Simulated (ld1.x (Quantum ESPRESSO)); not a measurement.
**vanadium (V), TM: configuration errors across variants**

* Element: vanadium
* Generator: ld1.x (Quantum ESPRESSO) 7.5
* Type: norm-conserving Troullier–Martins (Kleinman–Bylander form)
* Functional: LDA (PZ)
* Relativity: scalar-relativistic
* Frozen core: [Ne] 3s2
* Valence charge: 11
* Reference configuration: 3p6 3d3 4s1 4p0 (charge +1)
* Partial waves: 4s (bound): rc 2.85 bohr; 3p (bound): rc 1.55 bohr; 3d (bound): rc 2.00 bohr
* Local potential: all-electron potential smoothed inside 2.15 bohr (lloc = -2)
* Core correction: none

All-electron excitation energies from the reference (eV): (1) 3p6 3d3 4s2 4p0 -7.941; (2) 3p6 3d3 4s0 4p0 14.545; (3) 3p6 3d2 4s0 4p0 43.704; (4) 3p6 3d3 4s1.5 4p0 -4.761; (5) 3p6 3d2 4s2 4p0 3.277; (6) 3p6 3d4 4s1 4p0 -7.400; (7) 3p5 3d3 4s2 4p0 42.944; (8) 3p6 3d3 4s1 4p0 spin -2.369; (9) 3p6 3d3 4s2 4p0 spin -9.569.

Spin tests fill each open shell by Hund’s rule, majority spin first.

Errors AE − PS in meV (a dash: test not solved or not reliable):

```tsv
change	(1)	(2)	(3)	(4)	(5)	(6)	(7)	(8)	(9)	bound ghosts
base	+2.4	-4.7	+71	+0.8	+10	-14	-331	+414	+386	none
wave 4s (bound): rc 2.85 bohr becomes 4s (bound): rc 1.96 bohr	+5.2	-0.4	+42	+1.6	+95	-3.1	-151	+414	+390	none
wave 4s (bound): rc 2.85 bohr becomes 4s (bound): rc 2.42 bohr	+2.1	-3.8	+86	+0.7	-11	-18	-367	+413	+385	none
wave 4s (bound): rc 2.85 bohr becomes 4s (bound): rc 3.24 bohr	+2.7	-11	+14	+0.7	+80	-0.8	-216	+419	+387	none
wave 4s (bound): rc 2.85 bohr becomes 4s (bound): rc 3.86 bohr	+0.4	-41	-157	-0.6	+239	+36	+43	+434	+386	none
wave 4s (bound): rc 2.85 bohr becomes 4s (bound): rc 4.16 bohr	-2.2	-63	-262	-1.8	+318	+57	+170	+442	+384	none
```

Task: Give the same row for: wave 4s (bound): rc 2.85 bohr becomes 4s (bound): rc 2.90 bohr.

Result: +2.5, -5.4, +64, +0.8, +20, -12, -314, +415, +386; bound ghosts: none.
